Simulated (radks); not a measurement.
Values are calculated unless marked as measured or tabulated.
Task: Tm I, 69 electrons, occupied as [Xe] 4f13 6s2. Code: a radial shooting solver on a logarithmic mesh with Libxc functionals. Model: Dirac Kohn-Sham, PBE, spin-unpolarised, spherical densities, finite nucleus; open shells fill j = l - 1/2 first; Fermi nuclear charge, rms radius 5.2256 fm.

Spin-orbit splittings of the eigenvalues, e(l+1/2) - e(l-1/2), with zeta = 2 splitting/(2l+1) and mean radii in bohr:

shell  occ.  splitting (eV)  zeta (eV)  <r> j=l-1/2  <r> j=l+1/2
2p        6           980.2      653.4      0.07008      0.07746
3p        6           207.0      138.0       0.2103       0.2241
3d       10           45.23      18.09       0.1973       0.2016
4p        6           46.71      31.14       0.5062       0.5381
4d       10           8.497      3.399       0.5651       0.5765
4f       13               ?          ?       0.7989       0.8242
5p        6           5.702      3.801        1.394        1.511

Estimate the 4f splitting.

Result: 1.195 eV (zeta = 0.3413 eV).
